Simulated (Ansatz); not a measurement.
Total energies of C3H10AlB (`CCC[BH][AlH2]`).

Z-matrix (Å, degrees):
```
C
C 1 1.519
H 1 1.094 2 110.9
H 1 1.096 2 111.4 3 -119.0
H 1 1.092 2 111.9 3 120.5
C 2 1.524 1 112.2 3 61.0
H 2 1.098 1 109.6 3 -177.5
H 2 1.095 1 109.2 3 -62.0
B 6 1.557 2 118.8 1 68.8
H 6 1.108 2 110.3 1 -175.5
H 6 1.099 2 111.0 1 -62.0
Al 9 2.131 6 125.5 2 12.7
H 9 1.206 6 115.4 2 -170.8
H 12 1.597 9 122.1 6 83.1
H 12 1.597 9 121.3 6 -98.2
```

The species carries charge 0 and has multiplicity 1. All single points use the PBE0-D4/def2-TZVP geometry. It is one conformer, not always the lowest. Basis def2-TZVPP, the Gaussian-basis code of Ansatz.

RPA on PBE orbitals: Hartree–Fock energy of these orbitals -385.98748 Eh, correlation -1.27573 Eh (frozen core).

| functional | energy without D4 (Eh) | D4 term (kJ/mol) |
| --- | --- | --- |
| PBE0 | -387.31653 | -24.3 |
| r2SCAN0 | -387.48271 | -8.7 |

Give the same for LDA (SPW92), PBE, revPBE, BLYP, r2SCAN, B97M-V, B3LYP, r2SCANh, HSE06 (plane-wave form), BHLYP, CAM-B3LYP, LC-ωPBE, ωB97X-V, ωB97M-V, B2PLYP, PBE-QIDH. (An estimate is asked.)

Ansatz gave: 
```tsv
functional	energy without D4 (Eh)	D4 term (kJ/mol)
LDA (SPW92)	-385.10990	–
PBE	-387.25688	-28.5
revPBE	-387.52015	-88.5
BLYP	-387.52769	-62.2
r2SCAN	-387.49449	-7.4
B97M-V	-387.58610	–
B3LYP	-387.66234	-45.5
r2SCANh	-387.48937	-7.9
HSE06 (plane-wave form)	-387.30019	-22.6
BHLYP	-387.53383	-33.9
CAM-B3LYP	-387.53455	-24.6
LC-ωPBE	-387.44530	–
ωB97X-V	-387.54598	–
ωB97M-V	-387.50725	–
B2PLYP	-387.35469	–
PBE-QIDH	-387.20797	–
```

B3LYP takes the VWN-RPA correlation (the form of Gaussian; ORCA's B3LYP/G). HSE06 is the plane-wave form, built on full-range PBE exchange. The double hybrids freeze the cores in their second-order part.

LC-ωPBE has ω = 0.4 bohr⁻¹.
